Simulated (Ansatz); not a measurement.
`[F][Al]1[CH2][O]1` and `[CH3][Al]1[CH2][O]1` differ in one atom or group.

Ansatz, PBE0-D4/def2-TZVP geometries, multiplicity 1. 

```tsv
property	`[F][Al]1[CH2][O]1`
HOMO energy (ωB97M-V/def2-TZVPP) / eV	-9.20
HOMO–LUMO gap (PBE/def2-TZVPP) / eV	3.10
LUMO energy (PBE0/def2-TZVPP) / eV	-1.68
LUMO energy (B3LYP/def2-TZVPP) / eV	-1.99
HOMO energy (PBE/def2-TZVPP) / eV	-5.66
HOMO energy (PBE0/def2-TZVPP) / eV	-6.94
```

Question: What does the change do to each property? (Estimate.)

Answer: Computed: 
```
                             property  `[CH3][Al]1[CH2][O]1`  shift
HOMO energy (ωB97M-V/def2-TZVPP) / eV                  -8.45   0.75
  HOMO–LUMO gap (PBE/def2-TZVPP) / eV                   3.52   0.42
   LUMO energy (PBE0/def2-TZVPP) / eV                  -0.68   1.00
  LUMO energy (B3LYP/def2-TZVPP) / eV                  -0.95   1.04
    HOMO energy (PBE/def2-TZVPP) / eV                  -4.99   0.67
   HOMO energy (PBE0/def2-TZVPP) / eV                  -6.21   0.73
```

With PBE0 the HOMO rises by 0.73 eV and the LUMO rises by 1.00 eV, so the gap widens by about 0.27 eV. PBE moves the HOMO by 0.67 eV and ωB97M-V by 0.75 eV.

B3LYP here is the variant with VWN-RPA as its local correlation; programs differ in this.
